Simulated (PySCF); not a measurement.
Stationary points of BiSCl

All numbers come from PBE0/[Bi def2-TZVP with ECP60, S def2-TZVP, Cl def2-TZVP], scalar-relativistic core potentials, density fitting, no spin–orbit coupling, PySCF.

Relaxations began from a few typed shapes. The search is not exhaustive: other isomers or separated fragments can lie lower, and high-lying points may rest on an excited occupation.

```tsv
spin	group	bonds	angles	imaginary modes (cm⁻¹)	ΔE (kJ/mol)	ΔE with ZPE (kJ/mol)
singlet	Cs	Bi–Cl 2.463 Å, Bi–S 2.280 Å	Cl–Bi–S 105.1°	none	0.0	0.0
singlet	C∞v	Bi–Cl 2.687 Å, Bi–S 2.319 Å	Cl–Bi–S 180.0°	141i, 141i	141.2	–
```

The lowest minimum found is the singlet Cs: Bi–Cl 2.463 Å, Bi–S 2.280 Å; Cl–Bi–S 105.1°.

Counting electrons, bismuth keeps 2 of its valence electrons outside its bonds, so the VSEPR class is AX2E1 and the expected shape is bent; with unlike ligands the computed point group is Cs.

For the lowest minimum: no spin–orbit coupling is included, which matters more the heavier the element.
